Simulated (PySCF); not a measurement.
sulfur trioxide anion (O3S), SMILES O=S(=O)=O (connectivity only; charge and spin as stated), charge -1, multiplicity 2. Atoms are numbered in the order given.

```xyz
4

O      1.2700    -0.7333    -0.1561
S      0.0000     0.0000     0.2342
O     -1.2700    -0.7333    -0.1561
O      0.0000     1.4665    -0.1561
```
Charge -1, spin multiplicity 2.

Geometry optimised at B3LYP-D3(BJ)/def2-SVPD. The multiplicity is an assumed one; other spin states were not compared.

Two levels are set side by side: PBE/pcH-1 (PySCF) and B3LYP/pcH-1 (PySCF). Contact hyperfine couplings, same geometry. Differences are taken from unrounded values.

| quantity | PBE |
|---|---|
| A(iso) of 17O, atom O1 (MHz) | -21.2 |
| A(iso) of 33S, atom S2 (MHz) | 244.2 |
| A(iso) of 17O, atom O3 (MHz) | -21.2 |
| A(iso) of 17O, atom O4 (MHz) | -21.2 |

Task: These are the PBE values. What does B3LYP give? (Estimate from the structure and the level; the computed values follow.)

Result: 
```csv
quantity,B3LYP,PBE minus B3LYP
"A(iso) of 17O, atom O1 (MHz)",-23.4,2.1
"A(iso) of 33S, atom S2 (MHz)",249.8,-5.6
"A(iso) of 17O, atom O3 (MHz)",-23.4,2.1
"A(iso) of 17O, atom O4 (MHz)",-23.4,2.1
```

Rough cost on one machine, each run with all the roots and properties that it gave: B3LYP against PBE within a factor of 2.
